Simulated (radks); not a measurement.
Values are calculated unless marked as measured or tabulated.
Task: Orbital eigenvalues (eV) of the lithium ion Li+, [He], of relativity; Dirac values are averaged over j with weights 2j + 1. Spin-unpolarised spherical Kohn-Sham, PBE, point nucleus unless stated (finite: rms radius 2.444 fm), a radial shooting solver on a logarithmic mesh with Libxc functionals. A level marked "c x" has the speed of light scaled by that factor.

| shell | non-rel. |
|---|---|
| 1s | -60.409 |

Give the values at the level "Dirac, c x 1.25".

Result: 
shell  Dirac, c x 1.25  change of magnitude (%)
1s             -60.412                    +0.01
